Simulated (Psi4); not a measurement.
**Nuclear repulsion and electron count by hand**

System: Br₂Ge, charge -1, doublet, geometry from GFN2-xTB (a state made from the parent by changing its charge; the spin is typed, not shown lowest) (a gas-phase anion, which may not be bound at this level). Level: Psi4 with B3LYP/6-311G**. Sums are taken with unrounded values, so a last digit can differ.

Coordinates (Å):

```
atom         x         y         z
----  --------  --------  --------
Ge1    0.01772   0.00659   1.06702
Br2    1.10833  -1.68300  -0.49594
Br3   -1.12453   1.67697  -0.47962
```

Task: Work out the nuclear repulsion energy and the numbers of alpha and beta electrons.

Result: In atomic units each pair adds Z_i Z_j / r_ij, with r in bohr (1 bohr = 0.529177 Å).
| pair | r (Å) | r (bohr) | Z_i Z_j | term (Eh) |
|---|---|---|---|---|
| Ge1-Br2 | 2.5470 | 4.8131 | 1120 | 232.7002 |
| Ge1-Br3 | 2.5470 | 4.8131 | 1120 | 232.7002 |
| Br2-Br3 | 4.0343 | 7.6237 | 1225 | 160.6838 |
The sum is 626.0841 Eh; Psi4 gives 626.0841 Eh. The atomic numbers add up to 102, so at charge -1 there are 103 electrons; multiplicity 2 means 1 unpaired, so 52 alpha and 51 beta.
